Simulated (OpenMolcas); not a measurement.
## Cl: effect of the basis set

```yaml
Program: OpenMolcas
Method: RASSCF
Active_space: 7 electrons in 9 orbitals (RAS2 3s 3p; RAS3 3d, at most 2 electrons)
State_averaging: 2S+1 = 2 odd, 3 roots; 2S+1 = 2 even, 1 root
Spin-orbit_coupling: state interaction with AMFI integrals over the reference wave functions, term energies averaged over their components
```

A. ANO-RCC-VTZP [5s4p2d1f], DKH2, point nucleus; cost of the order of 11 core-seconds
B. ANO-R2 [5s4p3d1f], X2C, finite nucleus; cost roughly 14 core-seconds
C. ANO-RCC-VQZP [6s5p3d2f1g], DKH2, point nucleus; cost roughly 15 core-seconds
D. ANO-RCC [8s7p5d4f2g], DKH2, point nucleus; cost about 40 core-seconds

Energies in cm⁻¹ above 3s² 3p⁵ ²P°_3/2, the measured ground level; measured values from NIST Handbook of Basic Atomic Spectroscopic Data.

```tsv
Level	A	B	C	D	Measured
3s² 3p⁵ ²P°_3/2	0.0	0.0	0.0	0.0	0.0
3s² 3p⁵ ²P°_1/2	781	782	785	782	882
3s 3p⁶ ²S_1/2	92904	93243	92031	91624	85679
```

Deviations, from unrounded energies. A percentage is the sum of absolute deviations over the sum of measured energies, with the sign that they share, or ± where signs differ.

| Against measurement | Levels | A | B | C | D |
| --- | --- | --- | --- | --- | --- |
| mean absolute deviation (cm-1) | 2 | 3700 | 3800 | 3200 | 3000 |
| fine structure of the ground term (%) | 1 | -11.5 | -11.3 | -11.0 | -11.4 |
| other configurations (%) | 1 | +8.4 | +8.8 | +7.4 | +6.9 |

D lies closest to measurement on these levels and B furthest from it. The largest miss of D in the table is 3s 3p⁶ ²S_1/2, by +5900 cm-1. The ranking rests on the paired levels alone, and a cruder setting can come out closer through cancelling errors.

Among A to D the level of the table that moves most is 3s 3p⁶ ²S_1/2, by 1600 cm-1 (lowest in D, highest in B).

Without dynamic correlation excited terms often stand tens of per cent too high (terms of higher spin than the ground term too low), and those without a measured partner can miss by more than the paired ones. Some terms mix strongly with configurations of 3d, whose occupation reaches 0.34 (3s 3p⁶ ²S) (figures for A; the like holds for B, C, D). Active for correlation alone: 3d; no level in the range computed is led by a configuration that fills it, so any true level of that kind is missing (holds for A; B). Configurations are named by rounded mean occupations; where the s occupation lies near a half they are strongly mixed, a name can repeat and a true partner stay unpaired (holds for C; D). Some terms take much of their weight from 3d, a shell meant for correlation, so their names are nominal (holds for C; D). Computed and measured levels are paired by configuration, term and J; levels that our copy of the source lacks, or whose pairing is in doubt (as where it misses far off the trend of its configuration), stay unpaired and out of the deviations. Only configurations of the active space appear.

° marks odd parity.
